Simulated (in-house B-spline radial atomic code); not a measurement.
Configurations of the germanium ion Ge²⁺, with energies counted from [Ar] 3d10 4s2. Computed with a B-spline radial code for spherical atoms: non-relativistic B97-1, spin-polarised, spherical fractional occupations, exact exchange averaged over the configuration, point nucleus. Shells without spins written out take the highest spin.

Occupations are held fixed; configurations that lie above the ionisation limit could autoionise.

```csv
configuration,E - E(ref) (eV),highest orbital,its <r> (bohr)
[Ar] 3d10 4s1 4d1,19.868,4d up,3.454
[Ar] 3d10 4s1 5d1,25.759,5d up,6.876
[Ar] 3d9 4s2 5s1,46.307,5s up,4.283
[Ne] 3s2 3p5 3d10 4s2 4d1,133.51,4d up,3.254
[Ne] 3s2 3p5 3d10 4s2 5f1,142.78,5f up,9.721
```

Question: Order these further configurations by energy, lowest first.
A. [Ar] 3d9 4s2 5f1
B. [Ar] 3d9 4s2 4f1
C. [Ar] 3d10 4s1 4p1
D. [Ar] 3d10 4s1 4f1
E. [Ne] 3s2 3p5 3d10 4s2 5p1

Answer: C (8.0908 eV), D (25.892 eV), B (53.132 eV), A (55.745 eV), E (136.03 eV).

Question: How far above the reference does [Ne] 3s2 3p5 3d10 4s2 4p1 lie?

Answer: 120.6 eV; its least bound orbital is 4p up with <r> = 2.174 bohr.
